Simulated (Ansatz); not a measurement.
Ag3S. Total charge 0; doublet. Geometry B3LYP-D4/def2-SVP, that of the charge +1 singlet; atoms count from 1.

```tsv
atom	x (Å)	y (Å)	z (Å)
Ag1	-1.174	-1.177	1.309
Ag2	1.927	0.588	0.647
Ag3	-0.340	-0.184	-2.081
S4	-0.413	0.773	0.124
```

In the def2 sets Ag takes a core potential; there is no spin–orbit coupling. The structure comes from a short search, and lower isomers may exist.

**Question.** Estimate the Mulliken populations from the PBE0/def2-TZVP orbitals of Ansatz.

**Answer.** 
```json
{"atom": "Ag1", "charge (e)": "0.17", "spin (α − β)": "0.29", "d electrons": "9.91"}
{"atom": "Ag2", "charge (e)": "0.17", "spin (α − β)": "0.29", "d electrons": "9.91"}
{"atom": "Ag3", "charge (e)": "0.17", "spin (α − β)": "0.29", "d electrons": "9.91"}
{"atom": "S4", "charge (e)": "-0.52", "spin (α − β)": "0.12", "d electrons": "–"}
```
Mulliken values depend strongly on the basis.

**Question.** Where does the spin sit?

**Answer.** Summed by element: Ag 0.88, S 0.12, of 1 unpaired in all. Largest on single atoms: Ag3 0.29, Ag1 0.29, Ag2 0.29.

**Question.** And the Mayer bond orders between heavy atoms (over 0.3)?

**Answer.** Ag1–S4 0.80 (2.40 Å); Ag2–S4 0.80 (2.40 Å); Ag3–S4 0.80 (2.40 Å).
